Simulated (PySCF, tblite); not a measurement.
Species: C₃H₁₂N₂OSi₂.
Cartesian coordinates in Å at the GFN2-xTB level; atoms count from 1:
```xyz
20
C3H12N2OSi2 angstrom
C     -2.757    1.036   -0.223
C     -1.369    0.668    0.225
O     -0.684    1.395    0.936
N     -0.833   -0.496   -0.159
C     -1.526   -1.456   -0.971
Si     0.783   -0.658    0.544
N      1.842    0.486   -0.188
Si     3.570    0.511   -0.057
H     -3.012    2.015    0.171
H     -2.807    1.056   -1.310
H     -3.474    0.301    0.139
H     -1.778   -1.039   -1.950
H     -2.447   -1.793   -0.488
H     -0.877   -2.315   -1.117
H      0.658   -0.662    1.998
H      1.203   -1.972    0.051
H      1.424    1.399   -0.289
H      4.026   -0.836   -0.391
H      4.018    1.508   -1.032
H      4.035    0.863    1.289
```

Method: PBE0/pcSseg-1 in PySCF (dipole) on a GFN2-xTB geometry, gas phase.

Take the most abundant isotopes and a rigid rotor. The values belong to one conformer with, in the numbering `[CH3:1][C:2](=[O:3])[N:4]([CH3:5])[SiH2:6][NH:7][SiH3:8]`, C1–C2–N4–C5 -1°, C2–N4–Si6–N7 -69°, N4–Si6–N7–Si8 -167°.

(1) Give the principal moments of inertia and the rotational constants in MHz.

(2) What kind of rotor is it?

(3) What does the inertial defect say?

(4) Give the other two planar moments, Paa and Pbb, and the rms extents of the mass along the axes.

(5) List the rotational levels J(Ka,Kc) to J = 4 (MHz).

(6) Which lines would a microwave search look for?

(7) Estimate the classical rotational partition function at 10 K, 25 K and 298.15 K.

Answers

(1) Ia = 171.53, Ib = 690.74, Ic = 782.11 u·Å²; 505379 MHz·u·Å²/I gives A = 2946, B = 731.6, C = 646.2 MHz.

(2) A near-prolate asymmetric top. Ray's parameter κ = (2B − A − C)/(A − C) = -0.926; −1 is the prolate and +1 the oblate limit.

(3) Not planar: Δ = Ic − Ia − Ib = -80.17 u·Å². For a rigid frame Δ = −2 Σ m c², so Σ m c² = 40.08 u·Å² lies off the ab plane: 13.41 from hydrogen and 26.67 from heavier atoms. The atom farthest from that plane is 2.08 Å away.

(4) Paa = Σ m a² = (Ib + Ic − Ia)/2 = 650.66 and Pbb = Σ m b² = (Ia + Ic − Ib)/2 = 131.45 u·Å². With the mass M = 148.05 u, the rms extents √(P/M) along a, b and c are 2.10, 0.94, 0.52 Å.

(5) Above 0(0,0):
J = 1: 1(0,1) 1378, 1(1,1) 3592, 1(1,0) 3678
J = 2: 2(0,2) 4131, 2(1,2) 6263, 2(1,1) 6519, 2(2,1) 13163, 2(2,0) 13165
J = 3: 3(0,3) 8255, 3(1,3) 10266, 3(1,2) 10779, 3(2,2) 17296, 3(2,1) 17308, 3(3,1) 28585, 3(3,0) 28585
J = 4: 4(0,4) 13742, 4(1,4) 15602, 4(1,3) 16456, 4(2,3) 22806, 4(2,2) 22842, 4(3,2) 34101, 4(3,1) 34101, 4(4,1) 49898, 4(4,0) 49898
The levels of one J sum to (2J + 1)J(J + 1)(A + B + C)/3.

(6) The dipole components are |μa| = 2.50 D, |μb| = 1.79 D, |μc| = 1.39 D. Intensities carry the squares of the components, which stand as 1.00 : 0.52 : 0.31 (a : b : c). Some lines, for components of 0.1 D or more:

```
type  branch         J(Ka,Kc)   MHz  lower level (cm⁻¹)
   b       R  2(0,2) ← 1(1,1)   539               0.120
   a       R  1(0,1) ← 0(0,0)  1378               0.000
   c       Q  1(1,1) ← 1(0,1)  2215               0.046
   b       Q  1(1,0) ← 1(0,1)  2300               0.046
   b       Q  2(1,1) ← 2(0,2)  2388               0.138
   a       R  2(1,2) ← 1(1,1)  2670               0.120
   a       R  2(0,2) ← 1(0,1)  2753               0.046
   a       R  2(1,1) ← 1(1,0)  2841               0.123
   b       R  1(1,1) ← 0(0,0)  3592               0.000
   c       R  1(1,0) ← 0(0,0)  3678               0.000
   b       R  2(1,2) ← 1(0,1)  4885               0.046
   b       Q  2(2,0) ← 2(1,1)  6646               0.217
   c       R  2(2,0) ← 1(1,0)  9487               0.123
   c       R  2(2,1) ← 1(1,1)  9570               0.120
   b       R  2(2,0) ← 1(1,1)  9573               0.120
```

(7) Point group C1, symmetry number σ = 1; q = (√π/σ)·√((kT/h)³/(ABC)), k/h = 20836.6 MHz/K: 4520 at 10 K, 17900 at 25 K, 735000 at 298.15 K.

Its GFN2-xTB frequencies are all real (lowest 42 cm⁻¹). Zero-point vibration and centrifugal distortion are left out. A rigid rotor knows nothing of inversion at nitrogen or internal rotation, which can split or shift real lines. Quadrupole hyperfine structure (14N) is left out.

Hardware: one thread of an Intel Xeon at 2.50 GHz, no GPU, shared host. Cost: 2.0 min wall, 1.0 GiB resident at most. This is the PBE0/pcSseg-1 job that gave the dipole, with the shieldings it also computed.
